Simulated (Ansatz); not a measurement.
Program: Ansatz. Geometries: PBE0-D4/def2-TZVP. ΔE: electronic, gas phase. CBS: MP2 limit from def2 TZ/QZ plus the TZ coupled-cluster correction, frozen cores. This one scheme is used for every species. Functionals use def2-TZVPP. Triplets are unrestricted, without spin–orbit coupling. Each species was taken in one conformer, which may not be the lowest.

`CO[Si](F)(Cl)SC` → `[CH2]` (triplet) + `CO[Si](F)(S)Cl`  (formal loss of a carbene)

```tsv
level	ΔE (kJ/mol)
PBE-D4	431.9
SCS-MP2/def2-QZVPP	433.5
```

What does CCSD(T)/CBS give? (An estimate is asked.)

Computed: +423.1 kJ/mol. The listed levels differ from it by 8.8, 10.4 kJ/mol.

Largest T1 diagnostic among the species: 0.011.

The D4 term adds +12.0 kJ/mol with B3LYP and +6.6 kJ/mol with PBE0; it sums over pairs of atoms, weighted by their polarisabilities, and B3LYP, whose exchange is more repulsive, gets the larger term. In def2-TZVPP, CCSD(T) changes the Hartree–Fock value by +135.4 kJ/mol (the triples alone add +12.2 kJ/mol) and MP2 by +149.6 kJ/mol.

B3LYP here is the variant with VWN-RPA as its local correlation; programs differ in this.
